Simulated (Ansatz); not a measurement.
## Calibrating wB97X-V/def2-TZVPP on molecular compounds of K

The vertical ionisation energy (cation less neutral) in eV of 7 molecular compounds of K: x at wB97X-V/def2-TZVPP, y at CCSD(T)/def2-TZVPP. Shapes, held fixed at every level: PBE0-D4/def2-TZVP. Programs: Ansatz 0.2.0.

| molecule | x (eV) | y (eV) |
| --- | --- | --- |
| CH3K (SMILES [CH3][K]) | 5.68 | 5.60 |
| KNH2 (SMILES [NH2][K]) | 5.86 | 5.74 |
| CH3KO (SMILES C[O][K]) | 6.79 | 6.77 |
| KSH (SMILES [SH][K]) | 7.00 | 6.85 |
| KOH (SMILES [OH][K]) | 7.55 | 7.40 |
| KBr (SMILES [K][Br]) | 8.27 | ? |
| KCl (SMILES [Cl][K]) | 8.69 | 8.47 |

Question: Fit y = c + s·x to the known rows and predict y for KBr.

Answer: 
1. Means of the 6 rows: x = 6.9283, y = 6.805.
2. Σ(Δx)² = 6.2139, Σ(Δx·Δy) = 5.9532, so the slope is 5.9532/6.2139 = 0.95805.
3. Intercept: 6.805 − (0.95805) × 6.9283 = 0.167. The largest residual of the fit is 0.098.
4. KBr: 0.167 + 0.95805 × 8.27 = 8.09 eV.

CCSD(T)/def2-TZVPP gives 8.11 eV, so the prediction is off by -0.02 eV, within the largest residual. Uncorrected, wB97X-V/def2-TZVPP misses KBr by +0.16 eV, and the other rows by 0.12 on average. The line removes about 85 % of this miss. Left out in turn, the other rows are missed by 0.05 eV on average, so much of the error is systematic among these molecules. Cations run unrestricted. Relativity is left out for Br. Outer-core shells of Br, K are correlated, in sets that cover them unevenly.
